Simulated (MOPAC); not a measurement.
Input file for MOPAC: PM3 on H2SSi (SMILES [SiH]S), a point of a torsion scan.

```
PM3 1SCF PRECISE CHARGE=0 THREADS=1
H2SSi

Si     1.00389724 1     0.62196644 1    -0.39315486 1
S     -1.01988839 1     0.51054191 1     0.39316710 1
H      1.50484640 1    -0.58770311 1     0.30173804 1
H     -0.95577383 1    -0.57556089 1     1.15165674 1
```

The log:

```
*******************************************************************************
 **                                                                           **
 **                              MOPAC v23.2.5                                **
 **                                                                           **
 *******************************************************************************
 ** MOPAC's Digital Object Identifier: https://doi.org/10.5281/zenodo.6511958 **
 **                                                                           **
 ** Please cite the open-source release paper for use of this MOPAC version:  **
 ** J. E. Moussa and J. J. P. Stewart (2026)                                  **
 ** MOPAC: An open-source semiempirical molecular orbital program             **
 ** J. Open Source Softw., 11(119), 8025, https://doi.org/10.21105/joss.08025 **
 *******************************************************************************

                              PM3 CALCULATION RESULTS

 *******************************************************************************
 *  PM3        - The PM3 Hamiltonian to be used
 *
 *
 *
 *                 CHARGE ON SYSTEM = 0
 *
 *
 *
 *  PRECISE    - TIGHTER CRITERIA TO BE USED
 *  1SCF       - DO 1 SCF AND THEN STOP
 *  THREADS=1  - MULTI-THREADING NOT USED
 *  T=         - A TIME OF 172800.0 SECONDS REQUESTED
 *  DUMP=N     - RESTART FILE WRITTEN EVERY 7200.0 SECONDS REQUESTED
 *******************************************************************************
PM3 1SCF PRECISE CHARGE=0 THREADS=1
 H2SSi

   ATOM   CHEMICAL          X               Y               Z
  NUMBER   SYMBOL      (ANGSTROMS)     (ANGSTROMS)     (ANGSTROMS)

     1      Si          1.00389724  *   0.62196644  *  -0.39315486  *
     2       S         -1.01988839  *   0.51054191  *   0.39316710  *
     3       H          1.50484640  *  -0.58770311  *   0.30173804  *
     4       H         -0.95577383  *  -0.57556089  *   1.15165674  *



          CARTESIAN COORDINATES

    NO.       ATOM           X           Y           Z

     1        Si          1.0039      0.6220     -0.3932
     2         S         -1.0199      0.5105      0.3932
     3         H          1.5048     -0.5877      0.3017
     4         H         -0.9558     -0.5756      1.1517

  H: (PM3): J. J. P. STEWART, J. COMP. CHEM. 10, 209 (1989).
 Si: (PM3): J. J. P. STEWART, J. COMP. CHEM. 10, 209 (1989).
  S: (PM3): J. J. P. STEWART, J. COMP. CHEM. 10, 209 (1989).

           Empirical Formula: H2 Si S  =     4 atoms



      MOLECULAR POINT GROUP   :   Cs


      RHF CALCULATION, NO. OF DOUBLY OCCUPIED LEVELS = 6


 -------------------------------------------------------------------------------
 PM3 1SCF PRECISE CHARGE=0 THREADS=1
 H2SSi



     1SCF WAS SPECIFIED, SO BFGS WAS NOT USED
     SCF FIELD WAS ACHIEVED


                              PM3 CALCULATION
                                                       MOPAC v23.2.5 Linux




          FINAL HEAT OF FORMATION =         39.99698 KCAL/MOL =     167.34737 KJ/MOL


          COSMO AREA              =        100.80 SQUARE ANGSTROMS
          COSMO VOLUME            =         89.37 CUBIC ANGSTROMS

          IONIZATION POTENTIAL    =          8.564409 EV
          HOMO LUMO ENERGIES (EV) =         -8.564 -2.080
          NO. OF FILLED LEVELS    =          6
          MOLECULAR WEIGHT        =         62.1613         POINT GROUP:  Cs

          MOLECULAR DIMENSIONS (Angstroms)

            Atom       Atom       Distance
            H     4   Si     1     2.76782
            H     3    S     2     2.39371
            S     2   Si     1     0.00000


          SCF CALCULATIONS        =          1





   ATOM   CHEMICAL          X               Y               Z
  NUMBER   SYMBOL      (ANGSTROMS)     (ANGSTROMS)     (ANGSTROMS)

     1      Si          1.00389724  *   0.62196644  *  -0.39315486  *
     2       S         -1.01988839  *   0.51054191  *   0.39316710  *
     3       H          1.50484640  *  -0.58770311  *   0.30173804  *
     4       H         -0.95577383  *  -0.57556089  *   1.15165674  *

                             CARTESIAN COORDINATES

   1   Si        1.003897240     0.621966440    -0.393154860
   2    S       -1.019888390     0.510541910     0.393167100
   3    H        1.504846400    -0.587703110     0.301738040
   4    H       -0.955773830    -0.575560890     1.151656740


           Empirical Formula: H2 Si S  =     4 atoms



      MOLECULAR POINT GROUP   :   Cs


                  EIGENVALUES
 -26.64185 -15.14307 -14.32255 -10.45036 -10.36013  -8.56441  -2.07974  -1.21418
   0.69151   1.82614


              NET ATOMIC CHARGES AND DIPOLE CONTRIBUTIONS

  ATOM NO.   TYPE          CHARGE      No. of ELECS.   s-Pop       p-Pop
    1         Si           0.379470        3.6205     1.80152     1.81901
    2          S          -0.118069        6.1181     1.89554     4.22253
    3          H          -0.253918        1.2539     1.25392
    4          H          -0.007483        1.0075     1.00748
 DIPOLE           X         Y         Z       TOTAL
 POINT-CHG.     0.607     1.582    -1.349     2.166
 HYBRID        -0.002    -3.326     2.392     4.097
 SUM            0.605    -1.745     1.043     2.121


          ATOMIC ORBITAL ELECTRON POPULATIONS

     Atom    s        px        py        pz
    1 Si   1.80152   0.62432   0.69347   0.50122
    2  S   1.89554   1.47086   1.27692   1.47474
    3  H   1.25392
    4  H   1.00748

 **********************
 *                    *
 * JOB ENDED NORMALLY *
 *                    *
 **********************




 == MOPAC DONE ==
```

The run finished.

Cost: roughly 0.03 core-seconds.
